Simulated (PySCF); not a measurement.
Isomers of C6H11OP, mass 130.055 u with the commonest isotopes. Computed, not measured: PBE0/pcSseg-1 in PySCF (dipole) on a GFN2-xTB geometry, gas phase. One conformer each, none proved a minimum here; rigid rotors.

Question: Order these by dipole moment, smallest first.
A. `[CH2:1]=[CH:2][P@@:3]1(=[O:4])[CH2:5][CH2:6][C@H:7]1[CH3:8]` with C1–C2–P3–O4 4°, C2–P3–C5–C6 90°, P3–C5–C6–C7 18°, C5–C6–C7–C8 -144°, C2–P3–C7–C6 -89°
B. `[CH:1]#[C:2][P:3](=[O:4])([CH2:5][CH3:6])[CH2:7][CH3:8]` with C2–P3–C5–C6 57°, C2–P3–C7–C8 -178°
C. `[CH3:1][C:2]1=[C:3]([CH3:4])[P@@H:5](=[O:6])[CH2:7][CH2:8]1` with C2–C3–P5–O6 -138°, C3–P5–C7–C8 22°, P5–C7–C8–C2 -26°, C1–C2–C8–C7 -162°

Answer: A (3.79 D), B (4.19 D), C (4.80 D).

Question: Order these by rotational constant C, largest first.
A. `[CH2:1]=[CH:2][P@@:3]1(=[O:4])[CH2:5][CH2:6][C@H:7]1[CH3:8]` with C1–C2–P3–O4 4°, C2–P3–C5–C6 90°, P3–C5–C6–C7 18°, C5–C6–C7–C8 -144°, C2–P3–C7–C6 -89°
B. `[CH3:1][C:2]1=[C:3]([CH3:4])[P@@H:5](=[O:6])[CH2:7][CH2:8]1` with C2–C3–P5–O6 -138°, C3–P5–C7–C8 22°, P5–C7–C8–C2 -26°, C1–C2–C8–C7 -162°
C. `[CH:1]#[C:2][P:3](=[O:4])([CH2:5][CH3:6])[CH2:7][CH3:8]` with C2–P3–C5–C6 57°, C2–P3–C7–C8 -178°

Answer: A (1263 MHz), C (1174 MHz), B (1030 MHz).

Question: Order these by out-of-plane moment Σ m c² = (Ia + Ib − Ic)/2, smallest first.
A. `[CH3:1][C:2]1=[C:3]([CH3:4])[P@@H:5](=[O:6])[CH2:7][CH2:8]1` with C2–C3–P5–O6 -138°, C3–P5–C7–C8 22°, P5–C7–C8–C2 -26°, C1–C2–C8–C7 -162°
B. `[CH:1]#[C:2][P:3](=[O:4])([CH2:5][CH3:6])[CH2:7][CH3:8]` with C2–P3–C5–C6 57°, C2–P3–C7–C8 -178°
C. `[CH2:1]=[CH:2][P@@:3]1(=[O:4])[CH2:5][CH2:6][C@H:7]1[CH3:8]` with C1–C2–P3–O4 4°, C2–P3–C5–C6 90°, P3–C5–C6–C7 18°, C5–C6–C7–C8 -144°, C2–P3–C7–C6 -89°

Answer: A (16.01 u·Å²), C (80.35 u·Å²), B (92.26 u·Å²).

```tsv
SMILES	point group	Ia (u·Å²)	Ib (u·Å²)	Ic (u·Å²)	κ	μa (D)	μb (D)	μc (D)
C=C[P@@]1(=O)CC[C@H]1C	C1	215.57	345.27	400.16	-0.63	1.68	1.94	2.79
CC1=C(C)[P@@H](=O)CC1	C1	193.67	329.24	490.89	-0.36	4.36	1.47	1.39
C#CP(=O)(CC)CC	C1	263.22	351.83	430.54	-0.30	0.52	2.85	3.03
```
